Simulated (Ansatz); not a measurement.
A structure relaxed at PBE-D4/def2-TZVP in Ansatz, charge 0, singlet:

```
atom   x (Å)   y (Å)   z (Å)
 Cu1   0.521   0.536  -0.892
  N2  -0.332  -0.341   0.568
  H3   0.063  -1.273   0.730
  H4  -1.336  -0.460   0.401
  H5  -0.228   0.190   1.439
  F6   1.312   1.349  -2.246
```

Q: Give its formula, name or SMILES and point group.

A: Cu(NH3)F (CuNFH3). Point group C3v (tolerance 0.1 Å).

Q: Summarise the bond lengths by kind (pairs closer than 1.2 times the sum of covalent radii, bridged metal pairs left out).

A: 1 × Cu–N 1.91 Å; 1 × Cu–F 1.77 Å; 3 × H–N 1.03 Å. The metal has 2 neighbours: N 1.91 Å, F 1.77 Å.

The relaxation made no stability test and no search for a lower SCF solution.
